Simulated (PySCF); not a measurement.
CH5N2S, SMILES NC([NH3+])=S, charge +1.

The structure is a stationary point at B3LYP-D3(BJ)/def2-SVP. The isomer is the one that the SMILES or the coordinates give; other isomers of the formula were not compared. Other conformers were not sampled.

Method: TDDFT-LC-ωPBE/def2-SVPD in PySCF 2.14.0.

Vertical excitations. The molecule is in vacuum. State labels are in the subgroup Cs.

```csv
state,symmetry,energy (eV),λ (nm),f,main pairs
S1,A",3.53,351,0.000,HOMO→LUMO 98 %
S2,A',5.39,230,0.236,HOMO−1→LUMO 93 %
S3,A',7.08,175,0.079,"HOMO→LUMO+1 75 %, HOMO→LUMO+3 13 %"
S4,A",7.13,174,0.003,HOMO−1→LUMO+1 90 %
S5,A",7.52,165,0.000,HOMO−1→LUMO+2 72 %
S6,A',7.67,162,0.125,"HOMO→LUMO+2 36 %, HOMO→LUMO+3 26 %, HOMO→LUMO+1 12 %, HOMO→LUMO+7 9 %"
S7,A",8.27,150,0.005,HOMO−2→LUMO 92 %
S8,A",8.31,149,0.008,"HOMO−1→LUMO+3 48 %, HOMO−1→LUMO+5 16 %, HOMO−1→LUMO+7 15 %"
S9,A',8.41,147,0.101,"HOMO→LUMO+5 36 %, HOMO→LUMO+7 18 %, HOMO→LUMO+2 14 %, HOMO→LUMO+15 7 %"
S10,A",8.92,139,0.006,"HOMO−1→LUMO+5 56 %, HOMO−1→LUMO+3 16 %, HOMO−1→LUMO+2 15 %"
T1,A',2.92,425,0,HOMO−1→LUMO 96 %
T2,A",3.11,398,0,HOMO→LUMO 98 %
T3,A',6.60,188,0,"HOMO→LUMO+3 35 %, HOMO→LUMO+1 20 %, HOMO→LUMO+2 19 %, HOMO→LUMO+15 7 %"
T4,A',6.91,179,0,"HOMO→LUMO+1 55 %, HOMO→LUMO+2 21 %"
```
Triplets are in the Tamm–Dancoff approximation, which puts them higher than full response would, so one can lie above its singlet here.
